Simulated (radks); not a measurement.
Results of a calculation; reference values are marked as such.
Q: Pr III, configuration [Xe] 4f3. Level of theory: Dirac Kohn-Sham, Slater X-alpha with alpha = 0.667, spin-unpolarised, spherical densities, finite nucleus; open shells fill j = l - 1/2 first; Fermi nuclear charge, rms radius 4.8919 fm (a radial shooting solver on a logarithmic mesh with Libxc functionals). Some entries of the table are withheld. Estimate them.

orbital  occ.  eigenvalue (eV)  r(max) (bohr)  <r> (bohr)
1s1/2       2        -41742.16        0.01543     0.02411
2s1/2       2        -6722.335        0.08749      0.1027
2p1/2       2        -6357.062        0.06652     0.08608
2p3/2       4        -5875.455        0.07187     0.09239
3s1/2       2        -1458.053         0.2496      0.2724
3p1/2       2        -1302.268         0.2362      0.2620
3p3/2       4        -1206.914         0.2478      0.2743
3d3/2       4        -933.8883         0.1985         (1)
3d5/2       6        -913.3138         0.2018         (2)
4s1/2       2        -298.1079         0.5794      0.6230
4p1/2       2        -239.8258            (3)      0.6407
4p3/2       4        -219.1760            (4)      0.6690
4d3/2       4              (5)         0.6314      0.7226
4d5/2       6              (6)         0.6397      0.7328
5s1/2       2         -50.3864          1.352       1.507
5p1/2       2         -34.8131          1.484       1.699
5p3/2       4         -31.9685          1.557       1.787
4f5/2       3         -12.6686         0.6917       1.151
4f7/2       0         -12.3245         0.6972       1.169

A: 
(1) 3d3/2 <r> (bohr): 0.2454
(2) 3d5/2 <r> (bohr): 0.2492
(3) 4p1/2 r(max) (bohr): 0.5876
(4) 4p3/2 r(max) (bohr): 0.6128
(5) 4d3/2 eigenvalue (eV): -123.3088
(6) 4d5/2 eigenvalue (eV): -119.6916
